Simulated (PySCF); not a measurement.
# One molecule, several mistakes: AlCH7NSi

Calculated results; nothing here was measured. The program is PySCF 2.14.0, an open-source quantum chemistry code, run on an isolated molecule that a program drew, which may never have been made. The molecule is AlCH7NSi (charge 0, doublet), drawn as the SMILES string `[NH2][AlH][CH2][SiH2]`.

Each row is a Hartree-Fock (HF) and frozen-core CCSD(T) single point in the cc-pV(D+d)Z basis, meant for a local HF minimum. Run 1 is clean. Each other run has one planted mistake out of seven kinds, and not every kind appears here: one electron removed, one electron added, multiplicity raised by two, geometry at a saddle point, minimal basis STO-3G, one bond length entered in bohr, all coordinates scaled. The reference is restricted for singlets and unrestricted otherwise, and also for a bond in bohr. Adding or removing an electron swaps singlet and doublet. Electrons count all cores. HOMO and LUMO are orbital energies over both spins, the gradient is its largest component, and the lowest frequency (negative if imaginary) is given only where the gradient is small. Bond lengths are over the 10 bonds as drawn. T1 is the CCSD diagnostic: over 0.02 (restricted) or 0.045 (unrestricted) a single reference is doubtful.

Geometry of the clean run:
```xyz
11
AlCH7NSi, angstrom
N     0.4387    2.5965    1.0971
Al   -0.1968    0.9504    1.0682
C     0.5903   -0.3910   -0.1390
Si   -0.3322   -0.6336   -1.7589
H     0.0754    3.3373    1.6676
H     1.1987    2.9455    0.5435
H    -1.4029    0.6051    2.0283
H     0.6160   -1.3560    0.3829
H     1.6268   -0.1170   -0.3704
H    -0.3387    0.6155   -2.5682
H    -1.7434   -1.0431   -1.5237
```

```
run,electrons,basis functions,<S^2>,HOMO (eV),LUMO (eV),gradient (hartree/bohr),lowest frequency (cm^-1),mean bond (Å),longest bond (Å),T1,HF (hartree),CCSD(T) (hartree),mistake
1,47,109,0.755,-8.27,1.54,2.5e-05,36,1.4370,1.969,0.0143,-627.25918,-627.79714,no fault
2,47,109,1.537,-7.45,1.30,5.0e-02,-,1.6121,3.720,0.0637,-627.15687,-627.68806,one bond length entered in bohr
3,47,109,3.783,-3.93,-0.76,1.1e-01,-,1.4370,1.969,0.0156,-627.07879,-627.58772,multiplicity raised by two
4,47,35,0.752,-5.57,6.67,4.5e-02,-,1.4370,1.969,0.0128,-619.83180,-620.04401,minimal basis STO-3G
5,48,109,0.000,-0.20,6.58,4.6e-02,-,1.4370,1.969,0.0188,-627.22868,-627.80133,?
```

**Which mistake was planted in run 5, and what did it cost?**

It counts 48 electrons, one more than the clean run, at the same geometry and basis. So the mistake is: one electron added. Subtracting run 1 and multiplying by 627.51 kcal/mol a hartree, the energy moved by 19.1 kcal/mol in HF and -2.6 kcal/mol in CCSD(T).

Cautions from the logs. Run 2: T1 is over the limit, so its CCSD(T) energy is less reliable.
